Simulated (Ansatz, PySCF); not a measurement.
This PySCF input computes a SVWN5/def2-TZVPD energy:

```python
from pyscf import gto, scf, dft

mol = gto.M(
    atom='''
    S     1.27597533    0.24842012    0.25976651
    S    -0.39355019   -0.60101803   -0.17483554
    O    -1.61153506    0.53086308   -0.17552847
    H    -1.22652171    1.39466201    0.04533221
    ''',
    basis='def2-tzvpd',
    charge=0,
    spin=1,
    verbose=4,
)

mf = dft.UKS(mol, xc='svwn').density_fit(auxbasis='def2-universal-jkfit')
mf.grids.level = 3
mf.conv_tol = 1e-9
mf.max_cycle = 100
mf.max_memory = 1500
mf.kernel()
if not mf.converged:
    mf = mf.newton()
    mf.kernel(mf.make_rdm1())
for _ in range(2):
    mo, _, stable, _ = mf.stability(return_status=True)
    if stable:
        break
    mf.kernel(mf.make_rdm1(mo, mf.mo_occ))
mf.analyze()
```

Task: Write an input for the same energy in Ansatz (a first-principles code) and say what it gives.

Result: 
Ansatz 0.2 input:
```yaml
crystal:
  periodic: [false, false, false]
  atoms:
    - {symbol: S, position_ang: [1.27597533, 0.24842012, 0.25976651]}
    - {symbol: S, position_ang: [-0.39355019, -0.60101803, -0.17483554]}
    - {symbol: O, position_ang: [-1.61153506, 0.53086308, -0.17552847]}
    - {symbol: H, position_ang: [-1.22652171, 1.39466201, 0.04533221]}
basis:
  gaussian:
    orbitals: def2-TZVPD
hamiltonian:
  xc: {name: SVWN5}
magnetization: {spin_polarized: true, initial_magnetization: 1}
output: {forces: true}
```
It gives -869.00218 Eh, and PySCF -869.00222 Eh, a difference of 0.04 mEh, from the treatment of integrals and grids.

It need not be the lowest isomer of its formula.
